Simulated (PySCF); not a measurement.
MgCl, SMILES [Mg][Cl], multiplicity 2.

Coordinates come from a B3LYP-D3(BJ)/def2-TZVPD optimisation. The spin state was assumed, not searched.

The numbers are results of PySCF with B3LYP/def2-TZVPD, not measurements.

Problem. Estimate the frontier levels, dipole moment and polarisability. (The exact figures need the calculation; the answer reports its results.)

Solution. 
| Quantity | Result |
|---|---|
| α spin, highest occupied and lowest empty level | -5.62 and -1.27 eV |
| β spin, highest occupied and lowest empty level | -8.03 and -3.25 eV |
| dipole moment | 0.746 e·Å |
| mean static polarisability | 63.6 bohr³ (9.42 Å³) |
| polarisability, principal values | 62.2, 62.2, 66.2 bohr³ |
| ⟨S²⟩ | 0.751 (pure state 0.75) |
